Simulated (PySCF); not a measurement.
## Two-component Hartree-Fock for Zr (zirconium, neutral)

Start: [Kr] 4d1 5s2 5p1; 4d5/2 filled at m_j = +5/2; 5p3/2 filled at m_j = +3/2. Calculated with PySCF 2.14 in x2c-TZVPall-2c with one added diffuse shell each of s, p, d type (9s10p8d1f, 86 functions): generalised Hartree-Fock with the X2C-1e Hamiltonian and a Gaussian nucleus; one run each with spin-orbit coupling (SO) switched off, then screened by Boettger's factors. This is a chosen level, not necessarily the ground level.

| spinor shell | electrons | ε, spin-free (eV) | ε, screened SO (eV) | weight of nominal j (screened SO) | rms radius, screened SO (bohr) |
| --- | --- | --- | --- | --- | --- |
| 1s1/2 | 2 | -18101.4 | -18100.5 | 1.000 | 0.0426 |
| 2s1/2 | 2 | -2583.2 | -2582.9 | 1.000 | 0.176 |
| 2p1/2 | 2 | -2297.8 | -2356.9 | 1.000 | 0.154 |
| 2p3/2 | 4 | -2297.8 | -2269.8 | 1.000 | 0.158 |
| 3s1/2 | 2 | -457.60 | -457.45 | 1.000 | 0.488 |
| 3p1/2 | 2 | -361.89 | -371.61 | 1.000 | 0.489 |
| 3p3/2 | 4 | -361.89 | -357.15 | 1.000 | 0.499 |
| 3d3/2 | 4 | -204.66 | -206.02 | 0.999 | 0.493 |
| 3d5/2 | 6 | -204.66 | -203.55 | 0.999 | 0.497 |
| 4s1/2 | 2 | -71.509 | -71.409 | 1.000 | 1.29 |
| 4p1/2 | 2 | -43.745 | -44.704 | 0.939 | 1.44 |
| 4d5/2 | 1 | -10.743 | -10.609 | 1.000 | 2.31 |
| 5s1/2 | 2 | -7.783 | -7.821 | 0.797 | 3.63 |
| 5p3/2 | 1 | -4.176 | -4.084 | 1.000 | 5.35 |

Task: Where does 4p3/2 lie, and what is the 4p spin-orbit splitting (screened SO)?

Result: At -43.195 eV, 1.509 eV above 4p1/2.

| quantity | spin-free | screened SO |
| --- | --- | --- |
| E (hartree) | -3595.89493 | -3596.23857 |
| M_J | 4 | 4 |
| ⟨J²⟩ | 22.743 | 23.129 |
| ⟨L²⟩ | 14.154 | 14.451 |
| ⟨S²⟩ | 2.589 | 2.657 |

The determinant has a definite M_J but mixes levels of different J.

Each row is a mean over spinors that exchange with the open shell spreads, by up to 3.492 eV (4p3/2).

Rows whose weight is well below 1 are mixtures of j = l ± 1/2: exchange outweighs spin-orbit coupling there, and the label is only the starting occupation.

Breit and QED terms are absent; they matter most for the inner s and p1/2 levels.

Densities and radii are taken from the X2C orbitals without a picture-change correction, which distorts them close to the nucleus.

Without spin-orbit coupling the j labels of p, d and f shells carry no meaning; the spin-free column gives the mean over the occupied spinors of each nl shell, and its ⟨J²⟩ belongs to a mixture of degenerate components.
